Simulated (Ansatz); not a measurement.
AlBFH5OSi, SMILES `OB[SiH](F)[AlH2]`, 10 atoms. Charge 0, multiplicity 1. All runs use 4 threads of a server CPU on a shared host. Correlated methods freeze the cores.

Q: How many basis functions does each run have, and how long does it take in Ansatz? RHF-CCSD(T)/def2-TZVPP energy; RKS PBE0-D4/def2-TZVP frequencies; RKS HSE06 (plane-wave form)-D4/def2-TZVPP energy; RKS ωB97M-V/def2-QZVPP energy; RKS PBE0-D4/def2-TZVP relaxation (13 steps); direct RPA on PBE orbitals/def2-TZVPP energy; RKS r2SCAN-D4/def2-TZVPP energy and forces; RKS PBE0-D4/def2-QZVPP energy; RKS PBE-QIDH (frozen core)/def2-TZVPP energy; RKS B3LYP-D4/def2-TZVPP energy and forces; RHF-CCSD(T)/def2-SVP energy; RKS ωB97M-V/def2-SVP energy. (Best estimate.)

A: The calculation gave: Other jobs shared the machine, so times are rough.

```tsv
level	job	functions	wall time	peak host memory (GiB)
RKS ωB97M-V/def2-SVP	energy	103	4.1 s	0.34
RKS HSE06 (plane-wave form)-D4/def2-TZVPP	energy	247	4.3 s	0.64
RKS r2SCAN-D4/def2-TZVPP	energy and forces	247	4.7 s	0.35
RHF-CCSD(T)/def2-SVP	energy	103	6.5 s	0.42
RKS B3LYP-D4/def2-TZVPP	energy and forces	247	6.5 s	0.68
direct RPA on PBE orbitals/def2-TZVPP	energy	247	6.5 s	0.55
RKS PBE-QIDH (frozen core)/def2-TZVPP	energy	247	6.5 s	0.62
RKS PBE0-D4/def2-QZVPP	energy	461	10 s	1.6
RKS ωB97M-V/def2-QZVPP	energy	461	20 s	2
RKS PBE0-D4/def2-TZVP	relaxation (13 steps)	197	60 s	0.5
RHF-CCSD(T)/def2-TZVPP	energy	247	110 s	4.9
RKS PBE0-D4/def2-TZVP	frequencies	197	2.5 min	0.5
```

B3LYP here is the variant with VWN-RPA as its local correlation; programs differ in this.
